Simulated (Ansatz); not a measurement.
HFSi (SMILES F[SiH]), singlet, at a GFN2-xTB geometry. Base run: HF/def2-SV(P) (Ansatz, a quantum-chemistry and plane-wave program).

Geometry (Å):
```xyz
3

Si    -0.2485    -0.3271     0.4577
H     -0.8859    -1.1665    -0.5795
F      0.4849     0.6385    -0.6476
```
All else is at Ansatz's defaults.
Base energy -388.76916 Eh.

The base run was repeated with changes; each row names its change, and settings that it needs were set with it.

| change | ΔE vs base (mEh) |
|---|---|
| base | 0.000 |
| nuclear_model = gaussian | [?] |
| lower_state_search = light | 0.000 |
| point_charge = charge:-1.0 position_ang:3.0825, 2.2957, 0.2893 | 5.999 |
| lower_state_search = full | 0.000 |
| forces = on | 0.000 |
| fitting.mean_field = def2-universal-JKFIT | [?] |
| point_charge = charge:1.0 position_ang:-1.1382, 2.2619, 2.9846 | -6.182 |
| lower_state_search = off | 0.000 |
| accuracy = high | -0.003 |
| point_charge = charge:0.5 position_ang:0.0406, -1.5462, 3.7665 | -2.577 |

### Question
Fill in the missing entries.

### Answer

- nuclear_model = gaussian, ΔE vs base (mEh): 0.183
- fitting.mean_field = def2-universal-JKFIT, ΔE vs base (mEh): 0.074
